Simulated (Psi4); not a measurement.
H₇BSi₂, singlet, geometry from GFN2-xTB; Psi4 with BLYP/6-31G, TDDFT.

Input for Psi4:
```
memory 2 GB

molecule {
0 1
  B    -0.53881916   -0.42376243   -0.39922151
  H    -1.29915208   -1.06948163   -1.02229106
  Si   -0.50989329    1.51893592   -0.68193225
  H     0.69813883    1.93285631   -1.41822402
  H    -0.49957545    2.29606250    0.56892354
  H    -1.63120384    2.07956562   -1.45491237
  Si    0.67340646   -1.38055700    0.81395148
  H     1.37715852   -0.55187919    1.80548217
  H     1.73826212   -2.06879737    0.06145749
  H     0.02128332   -2.43681887    1.60740271
symmetry c1
}

set basis 6-31g
set puream true
set save_jk true
set tdscf_states [5]
set tdscf_tda false
set d_convergence 1e-8

energy('td-blyp')
print_variables()
```

### Question
Predict the main parts of the log of this Psi4 run.

### Answer

```
   => Loading Basis Set <=

    Name: 6-31G
    Role: ORBITAL
    Keyword: BASIS

         ---------------------------------------------------------
                                   SCF
               by Justin Turney, Rob Parrish, Andy Simmonett
                          and Daniel G. A. Smith
                              RKS Reference
         ---------------------------------------------------------

  ==> Geometry <==

    Molecular point group: c1
    Full point group: C1

    Geometry (in Angstrom), charge = 0, multiplicity = 1:

       Center              X                  Y                   Z               Mass
    ------------   -----------------  -----------------  -----------------  -----------------
         B           -0.525993229716    -0.415507870436    -0.391754888291    11.009305360000
         H           -1.286326149716    -1.061227070436    -1.014824438291     1.007825032230
         SI          -0.497067359716     1.527190479564    -0.674465628291    27.976926534650
         H            0.710964760284     1.941110869564    -1.410757398291     1.007825032230
         H           -0.486749519716     2.304317059564     0.576390161709     1.007825032230
         H           -1.618377909716     2.087820179564    -1.447445748291     1.007825032230
         SI           0.686232390284    -1.372302440436     0.821418101709    27.976926534650
         H            1.389984450284    -0.543624630436     1.812948791709     1.007825032230
         H            1.751088050284    -2.060542810436     0.068924111709     1.007825032230
         H            0.034109250284    -2.428564310436     1.614869331709     1.007825032230

  Running in c1 symmetry.

  Rotational constants: A =      0.75068  B =      0.08180  C =      0.07752 [cm^-1]
  Rotational constants: A =  22504.85901  B =   2452.41203  C =   2324.07967 [MHz]
  Nuclear repulsion =  124.891082948087316

  Charge       = 0
  Multiplicity = 1
  Electrons    = 40
  Nalpha       = 20
  Nbeta        = 20

  ==> Algorithm <==

  SCF Algorithm Type is DF.
  DIIS enabled.
  MOM disabled.
  Fractional occupation disabled.
  Guess Type is SAD.
  Energy threshold   = 1.00e-06
  Density threshold  = 1.00e-08
  Integral threshold = 1.00e-12

  ==> Primary Basis <==

  Basis Set: 6-31G
    Blend: 6-31G
    Number of shells: 33
    Number of basis functions: 49
    Number of Cartesian functions: 49
    Spherical Harmonics?: true
    Max angular momentum: 1

  ==> DFT Potential <==

   => LibXC <=

[...]
  @DF-RKS Final Energy:  -607.83779079871408
    Total Energy =                       -607.8377907987140816
[...]
     3        A->A (1 A)       0.17779         4.83791        -607.66000       0.0054          0.0065         -0.0091         -0.0104
     4        A->A (1 A)       0.19500         5.30625        -607.64279       0.1337          0.0951         -0.0099         -0.0128
     5        A->A (1 A)       0.20219         5.50193        -607.63560       0.0015          0.0010         -0.0020          0.0026

Contributing excitations and de-excitations
Only contributions with abs(coeff) > 1.00e-01 will be printed:

Excited State    1 (1 A):   0.13598 au   335.07 nm f = 0.0010
  Sums of squares: Xssq =  1.001767e+00; Yssq =  1.767240e-03; Xssq - Yssq =  1.000000e+00
     20a  ->  21a     0.994826 (98.968%)

Excited State    2 (1 A):   0.15435 au   295.19 nm f = 0.0035
  Sums of squares: Xssq =  1.001543e+00; Yssq =  1.543466e-03; Xssq - Yssq =  1.000000e+00
     19a  ->  21a    -0.990335 (98.076%)

Excited State    3 (1 A):   0.17779 au   256.28 nm f = 0.0054
  Sums of squares: Xssq =  1.000973e+00; Yssq =  9.729794e-04; Xssq - Yssq =  1.000000e+00
     18a  ->  21a    -0.993167 (98.638%)

Excited State    4 (1 A):   0.19500 au   233.66 nm f = 0.1337
  Sums of squares: Xssq =  1.003816e+00; Yssq =  3.815502e-03; Xssq - Yssq =  1.000000e+00
     17a  ->  21a    -0.988863 (97.785%)

Excited State    5 (1 A):   0.20219 au   225.35 nm f = 0.0015
  Sums of squares: Xssq =  1.001133e+00; Yssq =  1.133194e-03; Xssq - Yssq =  1.000000e+00
     15a  ->  21a    -0.971054 (94.295%)
     16a  ->  21a    -0.207548 ( 4.308%)

******************************************************************************************
**********                               WARNING                                **********
**********       The names of excited state variables changed between 1.5       **********
**********     and 1.6. For a quick solution, remove the symmetry specifier     **********
**********   from the variable name. For full details, see 'Notes on Psivars'   **********
**********                        in the documentation.                         **********
******************************************************************************************

  Variable Map:
  ----------------------------------------------------------------------------
[...]
  Array Variable Map:
  ----------------------------------------------------------------------------
[...]
[...]
```
